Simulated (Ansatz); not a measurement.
Diatomic Na$_{2}$-, multiplicity 2 (lowest of 2S+1 = 2, 4 at CCSD(T)/def2-TZVPP on PBE0 minima; our sources give no spin for the ground state, which may be another). The T1 diagnostic near the minimum is 0.048, so single-reference values are doubtful.

Constants: fifth-degree fit in 1/R to seven points, most abundant isotopes. Runs in def2 and cc sets follow the lowest solution found near the PBE0 minimum.

The values were computed with Ansatz (a program for electronic structure) with Gaussian orbitals. Each number belongs to the level named beside it.

Energies at PBE0/def2-TZVPP:

| R (Å) | E (hartree) |
|---|---|
| 3.333249 | -324.39380265 |
| 3.422852 | -324.39414150 |
| 3.505288 | -324.39430689 |
| 3.598475 | -324.39435133 |
| 3.691663 | -324.39426932 |
| 3.799187 | -324.39404675 |
| 3.924632 | -324.39365091 |

Task: With a reduced mass of 11.4949 u, find the minimum, the force constant and the constants.

Result: A fifth-degree polynomial in 1/R puts the minimum at r_e = 3.5819 Å with force constant 6.55 N/m. Then ω_e = (1/2πc)√(k/μ) = 98 cm⁻¹ and B_e = h/(8π²cμr_e²) = 0.1143 cm⁻¹; the cubic and quartic terms give α_e = 0.0011 and ω_e x_e = 0.69 cm⁻¹.
